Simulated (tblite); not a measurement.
C3H9F3OSi2.
Atom-mapped SMILES: `[CH3:1][O:2][C@@H:3]([F:4])[SiH2:5][SiH2:6][CH:7]([F:8])[F:9]` (hydrogens: H10, H11, H12 on C1; H13 on C3; H14, H15 on Si5; H16, H17 on Si6; H18 on C7)

The geometry is computed with GFN2-xTB (gas phase).

List the bond lengths, angles and torsions at this level.

```csv
bond,length (Å)
C1–O2,1.418
O2–C3,1.381
C3–F4,1.395
C3–Si5,1.928
Si5–Si6,2.320
Si6–C7,1.950
C7–F8,1.361
C7–F9,1.370
"C1–H10, C1–H11, C1–H12",1.092
C3–H13,1.099
Si5–H14,1.468
Si5–H15,1.469
Si6–H16,1.470
Si6–H17,1.467
C7–H18,1.098
```

Bonds in one row agree within 0.01 Å and their mean is given. A selection of angles:
```csv
angle,degrees
C1–O2–C3,115.9
O2–C3–F4,109.4
O2–C3–Si5,102.5
F4–C3–Si5,110.0
C3–Si5–Si6,96.2
Si5–Si6–C7,107.2
Si6–C7–F8,110.5
Si6–C7–F9,110.1
F8–C7–F9,105.8
```

Dihedral angles: C1–O2–C3–F4 65° (synclinal); O2–C3–Si5–Si6 -33° (synclinal); C3–Si5–Si6–C7 -167° (antiperiplanar); Si5–Si6–C7–F8 -156° (antiperiplanar).

Si5 (SiH2 silicon) has angles from 96.2° to 121.0°. Of the pairs four or more bonds apart, F4···H11 is among the closest relative to their van der Waals radii: 2.56 Å, 96 % of the sum of Bondi's values. The C–F distances run from 1.361 Å (C7–F8, drawn single) to 1.395 Å (C3–F4, drawn single), a spread of 0.034 Å. The 2 C–Si bonds span 1.928 Å (C3–Si5, drawn single) to 1.950 Å (Si6–C7, drawn single), a spread of 0.022 Å. The 2 C–O bonds span 1.381 Å (O2–C3, drawn single) to 1.418 Å (C1–O2, drawn single), a spread of 0.037 Å. Si6 (SiH2 silicon) is distorted tetrahedral (angles from 103.0° to 117.4°).

Point group: C1 (no symmetry element, even within 0.4 Å). Its GFN2-xTB frequencies are all real (lowest 24 cm⁻¹). One conformer, not necessarily the lowest.
